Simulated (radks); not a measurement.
Results of a calculation; reference values are marked as such.
Q: Cr6+, configuration [Ar]. Code: a radial shooting solver on a logarithmic mesh with Libxc functionals. Model: Dirac Kohn-Sham, LB94 model potential, spin-unpolarised, spherical densities, finite nucleus; Fermi nuclear charge, rms radius 3.6452 fm. Some entries of the table are withheld. Estimate them.

| orbital | occ. | eigenvalue (hartree) | <r> (bohr) | <1/r> (bohr^-1) |
|---|---|---|---|---|
| 1s1/2 | 2 | -222.8819 | 0.06339 | 23.92 |
| 2s1/2 | 2 | -29.77900 | 0.2917 | (1) |
| 2p1/2 | 2 | -26.08305 | (2) | 5.031 |
| 2p3/2 | 4 | -25.75893 | (3) | 4.954 |
| 3s1/2 | 2 | (4) | 0.8503 | 1.666 |
| 3p1/2 | 2 | -5.87551 | 0.8712 | 1.579 |
| 3p3/2 | 4 | -5.82872 | 0.8778 | 1.562 |

A: 
(1) 2s1/2 <1/r> (bohr^-1): 5.072
(2) 2p1/2 <r> (bohr): 0.2564
(3) 2p3/2 <r> (bohr): 0.2592
(4) 3s1/2 eigenvalue (hartree): -6.92887
